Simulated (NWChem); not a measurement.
System: CH$_{6}$F$_{2}$Si$_{2}$; SMILES FC[SiH2][SiH2]F

The following NWChem deck was run.

```
start job
memory heap 200 mb stack 900 mb global 1100 mb
geometry units angstroms noautoz
  F      0.425222    -2.950088    -0.042630
  C      0.684785    -1.635681     0.278212
  Si    -0.768574    -0.523142    -0.255445
  Si    -0.277552     1.713722     0.263207
  F      1.168845     2.071404    -0.410108
  H      1.613607    -1.312820    -0.225178
  H      0.858048    -1.555102     1.366472
  H     -2.013169    -0.931514     0.466728
  H     -0.990510    -0.669465    -1.725646
  H     -0.157934     1.926228     1.737139
  H     -1.296456     2.656512    -0.284660
end
basis spherical
  * library def2-svp
end
dft
  xc b3lyp
  iterations 150
  mulliken
end
task dft energy
```

The geometry was optimised at PBE0/def2-SVP.

### Question
Give the results of this calculation. (B3LYP/def2-SVP.) Quantities: energy (Ha); highest occupied level (eV); orbital gap (eV); dipole (D).

### Answer
```
Property                       Value
---------------------------  -------
energy (Ha)                  -820.09
highest occupied level (eV)    -8.00
orbital gap (eV)                7.34
dipole (D)                      1.40
```
